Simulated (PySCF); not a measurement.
A side-by-side comparison of computed properties.

First species: W(NH)2(NH2)2 (singlet state).
Structure used (PBE0-D3(BJ)/def2-SVP), in Å, numbered top down from 1:
```
atom  x, y, z in Å
W1     0.1620    0.0006    0.1252
N2     0.0089    0.0203    1.8778
H3     0.3240    0.0259    2.8419
N4     1.7984   -0.0165   -0.5171
H5     2.8125   -0.0235   -0.5099
N6    -0.6941    1.6328   -0.5434
H7    -0.4101    2.1207   -1.3864
H8    -1.4086    2.1521   -0.0448
N9    -0.7153   -1.6346   -0.5080
H10   -1.4380   -2.1301    0.0032
H11   -0.4397   -2.1477   -1.3386
```

Second species: C7H8S.
Geometry (PBE0-D3(BJ)/def2-SVP, Å), atoms numbered from 1 in this order:
```xyz
16
C7H8S angstrom
C     -2.8534   -0.9031   -0.4786
S     -2.0735    0.7023   -0.6901
C     -0.4013    0.4111   -0.2162
C      0.1025   -0.8250    0.2049
C      1.4463   -0.9486    0.5596
C      2.3026    0.1472    0.5010
C      1.8005    1.3804    0.0806
C      0.4640    1.5156   -0.2750
H     -3.9047   -0.7621   -0.7639
H     -2.4099   -1.6641   -1.1375
H     -2.8154   -1.2422    0.5670
H     -0.5442   -1.7011    0.2606
H      1.8233   -1.9209    0.8863
H      3.3532    0.0439    0.7800
H      2.4587    2.2511    0.0286
H      0.0789    2.4848   -0.6025
```

Levels: B3LYP/def2-SVPD for HOMO energy, LUMO energy, HOMO–LUMO gap and static isotropic polarisability; TDDFT B3LYP/def2-SVPD for lowest singlet excitation; TDA B3LYP/def2-SVPD for lowest triplet excitation (Tamm–Dancoff); ΔSCF B3LYP/def2-SVPD for vertical ionisation energy. Geometries: PBE0-D3(BJ)/def2-SVP. All species are isolated and taken at one optimised geometry (atoms past krypton carry core potentials, spin–orbit coupling is left out); the electronic structure was computed with PySCF and density fitting.

Dipoles, sizes and rotational constants follow the conformer. The torsions of the flexible species, by atom-mapped SMILES:
- `[CH3:1][S:2][c:3]1[cH:4][cH:5][cH:6][cH:7][cH:8]1`: C1–S2–C3–C4 0°

Values for the first species:

- HOMO energy: -6.54 eV
- LUMO energy: -0.63 eV
- HOMO–LUMO gap: 5.91 eV
- Lowest singlet excitation: 4.81 eV
- Lowest triplet excitation (Tamm–Dancoff): 4.19 eV
- Static isotropic polarisability: 77.6 au
- Vertical ionisation energy: 8.55 eV

(1) Estimate the same properties for the second species, and the change in each.

Answers

(1) 
| property | first | second | second less first |
| --- | --- | --- | --- |
| HOMO energy | -6.54 eV | -5.88 eV | +0.66 eV |
| LUMO energy | -0.63 eV | -0.56 eV | +0.07 eV |
| HOMO–LUMO gap | 5.91 eV | 5.32 eV | -0.59 eV |
| lowest singlet excitation | 4.81 eV | 4.56 eV | -0.25 eV |
| lowest triplet excitation (Tamm–Dancoff) | 4.19 eV | 3.72 eV | -0.47 eV |
| static isotropic polarisability | 77.6 au | 105.3 au | +27.7 au |
| vertical ionisation energy | 8.55 eV | 7.82 eV | -0.73 eV |

On the first: The 10 singlets span 4.81 to 6.05 eV, and their oscillator strengths add up to 0.09. S1 lies 1.10 eV below the HOMO–LUMO gap; its leading configuration is HOMO→LUMO, weight 0.91. Atoms past krypton carry effective core potentials; spin–orbit coupling is left out.

On the second: S1 lies 0.76 eV below the HOMO–LUMO gap; its leading configuration is HOMO→LUMO, weight 0.84. The vertical singlet–triplet gap S1 − T1 is 0.84 eV (TDDFT singlet less Tamm–Dancoff triplet; S1: HOMO→LUMO, weight 0.84; T1: HOMO→LUMO+1, weight 0.55, beside HOMO→LUMO, weight 0.29).
